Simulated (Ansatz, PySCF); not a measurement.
Process, species as SMILES: [SiH3][AsH] -> [SiH3][AsH-] (an electron is taken up)
Geometries: B3LYP-D3(BJ)/def2-TZVP minima from Ansatz (a quantum-chemistry and plane-wave program).

Property: adiabatic electron affinity (0 K, with B3LYP-D3(BJ) harmonic zero-point energies from PySCF), positive where the reaction releases energy, in eV. Cores are frozen in the correlated levels unless marked. UHF or UKS for open shells. No spin-orbit coupling. The frozen core is the preceding noble-gas configuration, with the filled d and f shells of earlier blocks. Non-relativistic. Anions need diffuse functions: def2-D sets add few; the other sets have none. CBS(X,Y): correlation extrapolated as X^-3; Hartree-Fock from the larger set. The bracket is a focal-point correction in the basis named.

RI-MP2/CBS(def2-TZVPPD,def2-QZVPPD)+[CCSD(T)-MP2]/def2-TZVPPD (Ansatz) gives 1.84 eV.

Another calculation gave 1.70 eV. Which level was it?
A) HF/def2-TZVPD (PySCF)
B) BHLYP/def2-TZVPD (Ansatz)
C) CAM-B3LYP/def2-TZVPD (Ansatz)
D) SVWN5/def2-TZVPD (Ansatz)

C, CAM-B3LYP/def2-TZVPD (Ansatz). The others give 0.61 (HF), 1.54 (BHLYP), 1.99 (SVWN5) eV.
